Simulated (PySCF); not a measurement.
UHF on Ru⁺ (ruthenium, charge +1)

Configuration: [Kr] 4d6 5p1, one real determinant (an excited configuration). Calculation: PySCF 2.14, in def2-QZVPPD with the def2 core potential (28 electrons) (7s5p4d4f2g, 88 functions); a scalar-relativistic core potential.

* Total energy: -93.716398 hartree
* One-electron energy: -157.9409 hartree
* Hartree (Coulomb) energy: 73.4457 hartree
* Exchange energy: -9.2213 hartree
* ⟨S²⟩: 8.7534
* ⟨L²⟩: 8.061
* Sum of ⟨r⟩: 22.03 bohr
* Sum of ⟨r²⟩: 44.44 bohr²
* Traceless quadrupole moment −½Σ⟨3z² − r²⟩ along its main axis: -6.20 e·bohr²

```csv
shell,electrons,mean orbital energy (eV),spread (eV),"rms radius, mean of both spins (bohr)"
4s α,1,-111.44,0,1.09
4s β,1,-104.40,0,1.09
4p α,3,-76.654,1.481,1.21
4p β,3,-67.683,1.601,1.21
4d α,5,-24.542,1.612,1.67
4d β,1,-20.702,0,1.67
5p α,1,-10.252,0,4.06
```

⟨L²⟩ = 8.06 against 12 for a pure F term, so this real determinant mixes terms. Energies and moments cover only the electrons outside the core potential.
